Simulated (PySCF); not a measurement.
CH₃Se, SMILES C[Se], multiplicity 2. Atoms are numbered in the order given.

```xyz
5

C     -1.5024     0.0068     0.0000
Se     0.4295     0.0007     0.0000
H     -1.8869     0.4872     0.8980
H     -1.8869     0.4872    -0.8980
H     -1.8160    -1.0404     0.0000
```
Charge 0, spin multiplicity 2.

Coordinates come from a ωB97X-D3(BJ)/def2-TZVP optimisation. The isomer is the one that the SMILES or the coordinates give; other isomers of the formula were not compared.

Level of theory: PBE/def2-TZVPD in PySCF.

Mulliken values depend strongly on the basis, most of all with diffuse functions as here. ESP charges are fitted to the potential on shells at 1.4 to 2.0 van der Waals radii. Atomic charges (e):

```tsv
atom	ESP fit	meta-Löwdin	Mulliken spin
C1	-0.46	-0.44	-0.07
Se2	-0.08	0.01	1.01
H3	0.17	0.14	0.00
H4	0.17	0.14	0.00
H5	0.19	0.15	0.05
```
